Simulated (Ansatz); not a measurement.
Process, species as SMILES: [F][Zr]([F])[F] as doublet, charge 0 -> [F][Zr]([F])[F] as singlet, charge +1 + e-
Each molecule is optimised on its own at B3LYP-D3(BJ)/def2-TZVP (Ansatz, a first-principles code). Frequencies are from Ansatz. [F][Zr]([F])[F] as doublet, charge 0: The spin state was set by rule; other spins were not relaxed. [F][Zr]([F])[F] as singlet, charge +1: The spin state was set by rule; other spins were not relaxed. A spin state is the lowest found, not a proven ground state.
Geometry of the first species:
SMILES: [Zr]([F])([F])[F]
```xyz
4

Zr     0.0000     0.0000     0.0000
F      1.8853    -0.2867    -0.1731
F     -0.8896    -0.4439     1.6365
F     -0.9957     0.7306    -1.4634
```
Charge 0, spin multiplicity 2.

Quantity: adiabatic ionisation energy (0 K, with B3LYP-D3(BJ) harmonic zero-point energies), in eV. Cores are frozen in the correlated levels unless marked. Open shells are spin-unrestricted. No spin-orbit coupling. The frozen core is the preceding noble-gas configuration, with the filled d and f shells of earlier blocks. Past Kr the def2 sets carry scalar-relativistic core potentials. STO-3G rows are all-electron and non-relativistic. CBS(X,Y): correlation extrapolated as X^-3; Hartree-Fock from the larger set. [CCSD(T)-MP2]/basis is that difference in the basis named.

```json
[
 {"level": "revPBE-D4/def2-TZVPD", "program": "Ansatz + dftd4", "adiabatic ionisation energy (eV)": "7.76"},
 {"level": "revPBE/def2-TZVPD", "program": "Ansatz", "adiabatic ionisation energy (eV)": "7.75"},
 {"level": "PBE0-D3(BJ)/def2-TZVP", "program": "Ansatz + dftd3", "adiabatic ionisation energy (eV)": "7.96"},
 {"level": "BHLYP-D3(BJ)/def2-TZVPD", "program": "Ansatz + dftd3", "adiabatic ionisation energy (eV)": "(withheld)"},
 {"level": "HSE06/def2-TZVPD", "program": "Ansatz", "adiabatic ionisation energy (eV)": "(withheld)"},
 {"level": "CCSD/STO-3G", "program": "Ansatz", "adiabatic ionisation energy (eV)": "3.62"},
 {"level": "RI-MP2/CBS(def2-TZVPP,def2-QZVPP)+[CCSD(T)-MP2]/def2-TZVPP", "program": "Ansatz", "adiabatic ionisation energy (eV)": "7.85"}
]
```

**Question.** What belongs in the gaps?

**Answer.** 
- BHLYP-D3(BJ)/def2-TZVPD, adiabatic ionisation energy (eV): 8.19
- HSE06/def2-TZVPD, adiabatic ionisation energy (eV): 7.94
